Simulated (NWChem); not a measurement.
System meant: HgCl, doublet; SMILES [Hg][Cl]

The following NWChem deck was run.

```
start job
memory heap 200 mb stack 900 mb global 1100 mb
geometry units angstroms noautoz
  Hg     0.000000     0.000000    -0.372610
  Cl     0.000000     0.000000     2.077352
end
basis spherical
  Hg library def2-svp
  Cl library def2-svp
end
ecp
  Hg library def2-ecp
end
dft
  odft
  mult 3
  xc pbe0
  iterations 150
  mulliken
end
task dft energy
```

End of the output:

```
 ==============================================================================
                                internuclear distances
 ------------------------------------------------------------------------------
       center one      |      center two      | atomic units |  angstroms
 ------------------------------------------------------------------------------
    2 Cl               |   1 Hg               |     4.62976  |     2.44996
 ------------------------------------------------------------------------------
                         number of included internuclear distances:          1
 ==============================================================================

 Summary of "ao basis" -> "" (spherical)
 ------------------------------------------------------------------------------
       Tag                 Description            Shells   Functions and Types
 ---------------- ------------------------------  ------  ---------------------
 Hg                         def2-svp                12       32   6s3p2d1f
 Cl                         def2-svp                 8       18   4s3p1d

                                 NWChem DFT Module
                                 -----------------

 Summary of "ao basis" -> "ao basis" (spherical)
 ------------------------------------------------------------------------------
       Tag                 Description            Shells   Functions and Types
 ---------------- ------------------------------  ------  ---------------------
 Hg                         def2-svp                12       32   6s3p2d1f
 Cl                         def2-svp                 8       18   4s3p1d

      Symmetry analysis of basis
      --------------------------

        a1         20
        a2          0
        b1          4
        b2          4
        e          22

  number of electrons :                   37
  multiplicity        :                    3
 ------------------------------------------------------------------------
  no. of electrons and multiplicity not compatible                  37
 ------------------------------------------------------------------------
 ------------------------------------------------------------------------
  current input line :
    21: task dft energy
 ------------------------------------------------------------------------
 ------------------------------------------------------------------------
 There is an error in the input file
 ------------------------------------------------------------------------
 For more information see the NWChem manual at https://nwchemgit.github.io

0: no. of electrons and multiplicity not compatible:Received an Error in Communication
```

Q: What is wrong, and how is it mended?

A: The program refused the input. Cause: the multiplicity doesn't fit the number of electrons (an even count wants an odd multiplicity, and the reverse). This input runs:
```
start job
memory heap 200 mb stack 900 mb global 1100 mb
geometry units angstroms noautoz
  Hg     0.000000     0.000000    -0.372610
  Cl     0.000000     0.000000     2.077352
end
basis spherical
  * library def2-svp
end
ecp
  Hg library def2-ecp
end
dft
  odft
  mult 2
  xc pbe0
  iterations 150
  mulliken
end
task dft energy
```
It converges to -613.38562 Ha (PBE0/def2-SVP with def2 effective core potentials on Hg, spin-unrestricted).
